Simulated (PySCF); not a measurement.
C7H7, SMILES Cc1cc[c]cc1, multiplicity 2. Atoms are numbered in the order given.

```xyz
14

C      2.3371    -0.1664     0.1297
C      0.8406    -0.0548     0.0535
C      0.2132     1.1955    -0.0032
C     -1.1814     1.3070    -0.0885
C     -1.8952     0.1323    -0.1127
C     -1.3485    -1.1304    -0.0589
C      0.0456    -1.2100     0.0260
H      2.7528    -0.5833    -0.8020
H      2.8062     0.8137     0.2935
H      2.6490    -0.8320     0.9493
H      0.8232     2.1037     0.0208
H     -1.6626     2.2877    -0.1310
H     -1.9612    -2.0357    -0.0788
H      0.5245    -2.1931     0.0729
```
Charge 0, spin multiplicity 2.

The structure is a stationary point at PBE0-D3(BJ)/def2-SVP. The isomer is the one that the SMILES or the coordinates give; other isomers of the formula were not compared.

Method: SMD-M06-2X/6-31G* (PySCF).

Solvation free energies are E(SMD) − E(gas) at the gas-phase geometry, for 1 M in both phases. In vacuum the dipole moment is 1.01 D.

Computed solvation free energies in water, tetrahydrofuran, 2-propanol:
```tsv
solvent	ΔG(solv) (kcal/mol)	its non-electrostatic (CDS) part	dipole (D)
water	-0.5	3.4	1.50
tetrahydrofuran	-5.0	-2.0	1.40
2-propanol	-4.6	-1.0	1.47
```
